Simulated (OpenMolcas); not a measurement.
**Kr4+: effect of the basis set**

```yaml
Program: OpenMolcas
Method: "MS-RASPT2, IPEA 0.25 Eh, imaginary shift 0.1 Eh (closed shells correlated: 3d)"
Active_space: 4 electrons in 9 orbitals (RAS2 4s 4p; RAS3 4d, at most 2 electrons)
State_averaging: 2S+1 = 3 even, 6 roots; 2S+1 = 1 even, 12 roots; 2S+1 = 5 odd, 1 root; 2S+1 = 3 odd, 9 roots; 2S+1 = 1 odd, 8 roots
Spin-orbit_coupling: RASSI with atomic mean-field integrals over the reference wave functions, term energies averaged over their components
```

A. ANO-RCC-VTZP [6s5p3d1f], DKH2, point nucleus; CASPT2 step roughly 16 core-seconds
B. ANO-RCC-VQZP [7s6p4d2f1g], DKH2, point nucleus; CASPT2 step about 29 core-seconds
C. ANO-R2 [6s5p4d3f1g], X2C, finite nucleus; CASPT2 step roughly 25 core-seconds
D. ANO-RCC [9s8p6d4f2g], DKH2, point nucleus; CASPT2 step roughly 50 core-seconds

Energies in cm⁻¹ above 4s² 4p² ³P₀, the measured ground level; measured values from Saloman, J. Phys. Chem. Ref. Data 36, 215 (2007).

```csv
Level,A,B,C,D,Measured
4s² 4p² ³P₀,0.0,0.0,0.0,0.0,0.0
4s² 4p² ³P₁,3280,3240,3280,3270,3743
4s² 4p² ³P₂,6910,6800,6870,6840,7595
4s² 4p² ¹D₂,19550,19130,19140,19130,19723
4s² 4p² ¹S₀,39530,38910,39080,38900,39204
4s 4p³ ⁵S°₂,92990,93800,95380,94680,
4s 4p³ ³D°₁,127490,127650,128330,128160,129658
4s 4p³ ³D°₂,127530,127700,128390,128220,129779
4s 4p³ ³D°₃,128450,128610,129330,129150,131016
4s 4p³ ³P°₀,146500,146370,146900,146770,147925
4s 4p³ ³P°₁,146730,146590,147110,146990,148287
4s 4p³ ³P°₂,146960,146830,147350,147230,148668
4s 4p³ ¹D°₂,162720,162470,162190,162540,163387
```

Deviations, from unrounded energies. A percentage is the sum of absolute deviations over the sum of measured energies, with the sign that they share, or ± where signs differ.

```csv
Against measurement,Levels,A,B,C,D
mean absolute deviation (cm-1),11,1300,1300,1000,1100
fine structure of the ground term (%),2,-10.1,-11.5,-10.5,-10.8
other terms of the ground configuration (%),2,±0.8,-1.5,-1.2,-1.5
other configurations (%),7,-1.2,-1.3,-0.9,-1.0
```

C lies closest to measurement on these levels and B furthest from it. The largest miss of C in the table is 4s 4p³ ³D°₃, by -1700 cm-1. The ranking rests on the paired levels alone, and a cruder setting can come out closer through cancelling errors.

Among A to D the level of the table that moves most is 4s 4p³ ⁵S°₂, by 2400 cm-1 (lowest in A, highest in C). Moves below CASPT2's spread within the term are not significant.

CASPT2 does not keep the components of a term degenerate, so their means are used; among the terms shown or strongly mixed into the levels shown the widest spread is 61 cm-1 (4s 4p³ ³D°, C). Configurations are named by rounded mean occupations; where the s occupation lies near a half they are strongly mixed, a name can repeat and a true partner stay unpaired. Some terms take much of their weight from 4d, a shell meant for correlation, so their names are nominal. Some terms mix strongly with configurations of 4d, whose occupation reaches 0.45 (4s 4p³ ¹D°) (figures for A; the like holds for B, C, D). Measured partners are found by configuration, term and J. A level has none where our copy of the source lacks it or the pairing is in doubt (some pairs that miss far off the trend of their configuration count as doubtful), and it then counts in no deviation. Levels of configurations outside the active space are missing. Levels that lie high or do not pair safely by name in every column are left out.

° marks odd parity.
